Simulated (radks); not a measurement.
Mn I, 25 electrons, occupied as [Ar] 3d5 4s2. Calculated with a radial shooting solver on a logarithmic mesh with Libxc functionals: Dirac Kohn-Sham, PBE, spin-unpolarised, spherical densities, finite nucleus; open shells fill j = l - 1/2 first; Fermi nuclear charge, rms radius 3.7057 fm.

Spin-orbit splittings of the eigenvalues, e(l+1/2) - e(l-1/2), with zeta = 2 splitting/(2l+1) and mean radii in bohr:

shell,occ.,splitting (eV),zeta (eV),<r> j=l-1/2,<r> j=l+1/2
2p,6,10.43,6.953,0.2451,0.2480
3p,6,1.270,0.8466,0.8983,0.9074
3d,5,0.1177,0.04710,1.221,1.228
4p,0,0.03925,0.02616,4.503,4.554
